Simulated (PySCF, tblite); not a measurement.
Isomers of C6H12ClNSi, one GFN2-xTB conformer each. Single-point energies are computed at PBE0/pcSseg-1 (PySCF, gas phase, no added dispersion term), electronic only.

**Question.** Rank them by PBE0/pcSseg-1 energy, lowest first (kJ/mol).
A. `[CH3:1][CH:2]([CH3:3])[CH2:4][Si@@H:5]([Cl:6])[CH2:7][C:8]#[N:9]` with C1–C2–C4–Si5 62°, C2–C4–Si5–Cl6 52°, C4–Si5–C7–C8 59°
B. `[CH3:1][CH2:2][Si:3]([C:4]#[N:5])([CH2:6][CH3:7])[CH2:8][Cl:9]` with C1–C2–Si3–C4 62°, C2–Si3–C6–C7 -59°, C2–Si3–C8–Cl9 -61°
C. `[CH3:1][C@:2]1([CH2:3][NH2:4])[CH:5]=[C:6]([Cl:7])[CH2:8][SiH2:9]1` with C1–C2–C3–N4 59°, C2–C3–N4–H 62° and 180°
D. `[CH2:1]=[C:2]([Cl:3])[Si@@H:4]1[CH2:5][C@@H:6]1[N:7]([CH3:8])[CH3:9]` with C1–C2–Si4–C5 -158°, C5–C6–N7–C8 76°

**Answer.** A (0.0), B (93.8), C (192.4), D (355.0).

As drawn, the lowest has a C≡N group, which the highest lacks; the highest has a three-membered ring and a C=C bond outside aromatic rings, which the lowest lacks. GFN2-xTB itself gives, in the same order: 0.0, 216.4, 104.8, 278.7. Both levels put the same isomer lowest; measured from each level's own lowest isomer, the values differ by up to 122.6 kJ/mol (CC[Si](C#N)(CC)CCl: 216.4 against 93.8).

**Question.** Which frontier levels, dipoles and rotational constants go with these structures?

**Answer.** 
| SMILES | HOMO (eV, PBE0/pcSseg-1) | LUMO (eV) | dipole (D) | A, B, C (MHz) |
| --- | --- | --- | --- | --- |
| CC(C)C[Si@@H](Cl)CC#N | -8.62 | 0.19 | 2.75 | 1232, 753.2, 527.4 |
| CC[Si](C#N)(CC)CCl | -8.31 | -0.50 | 2.43 | 1184, 792.3, 683.3 |
| C[C@]1(CN)C=C(Cl)C[SiH2]1 | -6.90 | 0.15 | 2.04 | 2134, 685.3, 607.9 |
| C=C(Cl)[Si@@H]1C[C@@H]1N(C)C | -5.92 | -0.76 | 1.42 | 1678, 848.7, 723.9 |

**Question.** What happens when harmonic zero-point energies from GFN2-xTB frequencies are added?

**Answer.** 
| SMILES | ZPE (kJ/mol) | electronic (kJ/mol) | with ZPE (kJ/mol) |
| --- | --- | --- | --- |
| CC(C)C[Si@@H](Cl)CC#N | 437.4 | 0.0 | 0.0 |
| CC[Si](C#N)(CC)CCl | 439.0 | 93.8 | 95.4 |
| C[C@]1(CN)C=C(Cl)C[SiH2]1 | 433.9 | 192.4 | 188.9 |
| C=C(Cl)[Si@@H]1C[C@@H]1N(C)C | 431.5 | 355.0 | 349.1 |

The zero-point energies span 7.5 kJ/mol. The order is unchanged.
